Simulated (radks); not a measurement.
Spherical jellium clusters: N electrons in a uniform positive sphere of charge N and radius rs N^(1/3), rs = 3.57 bohr. Calculated with a radial shooting solver with Libxc functionals: non-relativistic Kohn-Sham, LDA (Slater exchange, Perdew-Wang correlation), spin-polarised, spherical densities. Levels are named by radial order and angular momentum (1s, 1p, 1d, 2s, ...), and open shells are averaged over m.

N = 4, configuration 1s2 1p(up 2, down 0). This is the lowest configuration that the search found. Occupied and some empty levels:

level,occupation,eigenvalue (eV),<r> (bohr)
1s up,1,-4.8965,4.096
1s down,1,-4.2856,4.083
1p up,2,-2.8162,5.370
1p down,0,-2.2111,5.569
2s up,0,-0.81984,8.333
1d up,0,-0.74088,7.257
2s down,0,-0.58892,9.161
1d down,0,-0.32894,8.225

Energy (eV): total -5.68641, kinetic 8.5057, external -86.987, Hartree 41.435, exchange-correlation -14.737, background 46.096.
